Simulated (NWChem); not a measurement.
Molecule: BH₃; SMILES B

```xyz
4

B      0.0000     0.0000     0.0000
H     -1.1730     0.3143     0.0000
H      0.3143    -1.1730     0.0000
H      0.8587     0.8587     0.0000
```
Atoms are numbered in this order, from 1.

Level: PBE-D3(BJ)/def2-SVP (NWChem), optimised geometry, unscaled harmonic frequencies. 

Question: List the harmonic frequencies with IR intensities, and the thermochemistry.

Answer: 
```json
[
 {"frequency (cm⁻¹)": "1103", "IR intensity (km/mol)": "72.0"},
 {"frequency (cm⁻¹)": "1131", "IR intensity (km/mol)": "9.1"},
 {"frequency (cm⁻¹)": "1131", "IR intensity (km/mol)": "9.1"},
 {"frequency (cm⁻¹)": "2479", "IR intensity (km/mol)": "0.0"},
 {"frequency (cm⁻¹)": "2633", "IR intensity (km/mol)": "113.4"},
 {"frequency (cm⁻¹)": "2633", "IR intensity (km/mol)": "113.4"}
]
```

```yaml
zero_point_energy: 15.9 kcal/mol
thermal correction to the enthalpy at 298.15 K (with zero-point energy): 18.3 kcal/mol
heat capacity Cv: 6.7 cal/(mol K)
entropy at 298.15 K and 1 atm (symmetry number 6): 45.1 cal/(mol K)
dipole_moment: 0.00 D
```

Rigid rotor and harmonic oscillator.
